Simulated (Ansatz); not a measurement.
Geometry optimisation, Ansatz 0.2.0, RKS B3LYP/6-31G.

The input (input.yaml):

```yaml
crystal:
  periodic: [false, false, false]
  atoms:
    - { symbol: C, position_ang: [1.0878, -1.3054, 2.0927] }
    - { symbol: O, position_ang: [1.6039, -0.026, 1.7241] }
    - { symbol: B, position_ang: [1.4998, 0.1361, 0.2482] }
    - { symbol: O, position_ang: [0.568, 0.9985, -0.3453] }
    - { symbol: C, position_ang: [1.08483, 2.37259, -0.19217] }
    - { symbol: Si, position_ang: [-0.14859, 3.57032, -0.93785] }
    - { symbol: H, position_ang: [1.5776, -2.1129, 1.583] }
    - { symbol: H, position_ang: [-0.016, -1.2634, 1.8731] }
    - { symbol: H, position_ang: [1.1735, -1.3851, 3.2157] }
    - { symbol: H, position_ang: [2.4294, -0.2484, -0.3847] }
    - { symbol: H, position_ang: [1.22026, 2.61759, 0.85092] }
    - { symbol: H, position_ang: [2.04948, 2.48061, -0.75615] }
    - { symbol: H, position_ang: [-1.44903, 3.47958, -0.26766] }
    - { symbol: H, position_ang: [0.37651, 4.95155, -0.79183] }
    - { symbol: H, position_ang: [-0.30017, 3.29347, -2.35733] }
basis:
  gaussian: { orbitals: "6-31G" }
hamiltonian:
  xc: b3lyp
relax:
  f_tol: 0.015
  max_steps: 40
```

Launched with:

```bash
$ ansatz run input.yaml --threads 1 --pin off --max-ram 2048MiB --backend cpu --events-out ev --progress --plain --runs-dir out
```

Q: Where does it end, and by what steps?

A: It converged. The force dipped under the threshold on the way, but the program's further checks kept it going. Limits of this set-up: no polarisation functions. After 22 steps the energy has fallen by 1.673 eV; H10 moved furthest, 1.18 Å.

| step | energy less start (eV) | largest force component (eV/Å) | accepted |
| --- | --- | --- | --- |
| 0 | 0.0000 | 3.053 | yes |
| 1 | -0.3994 | 1.955 | yes |
| 2 | -0.7818 | 1.049 | yes |
| 3 | -1.0729 | 1.249 | yes |
| 4 | -1.2556 | 1.048 | yes |
| 5 | -1.4329 | 0.764 | yes |
| 6 | -1.5512 | 0.649 | yes |
| 7 | -1.6048 | 0.386 | yes |
| 8 | -1.6286 | 0.350 | yes |
| 9 | -1.6534 | 0.144 | yes |
| 10 | -1.6629 | 0.083 | yes |
| 11 | -1.6448 | 0.660 | no |
| 12 | -1.6611 | 0.214 | no |
| 13 | -1.6656 | 0.049 | yes |
| 14 | -1.6681 | 0.101 | yes |
| 15 | -1.6688 | 0.165 | yes |
| 16 | -1.6715 | 0.052 | yes |
| 17 | -1.6721 | 0.035 | yes |
| 18 | -1.6723 | 0.015 | yes |
| 19 | -1.6725 | 0.012 | yes |
| 20 | -1.6726 | 0.033 | yes |
| 21 | -1.6727 | 0.024 | yes |
| 22 | -1.6727 | 0.011 | yes |

```xyz
15
Properties=species:S:1:pos:R:3
C 0.983 -1.100 2.151
O 1.136 0.082 1.325
B 1.411 0.045 -0.026
O 1.551 1.215 -0.730
C 1.418 2.549 -0.124
Si -0.135 3.414 -0.883
H 1.078 -2.015 1.556
H -0.004 -1.068 2.620
H 1.753 -1.086 2.927
H 1.536 -0.981 -0.620
H 1.339 2.464 0.964
H 2.327 3.104 -0.373
H -1.360 2.597 -0.593
H -0.300 4.780 -0.272
H 0.026 3.560 -2.367
```

Whether the end is a true minimum wasn't checked by a vibrational analysis.

Run time: 2.6 min on 1 thread of Intel(R) Xeon(R) Platinum 8259CL CPU @ 2.50GHz (Skylake/Cascade Lake) (shared host), peak memory 0.2 GiB.
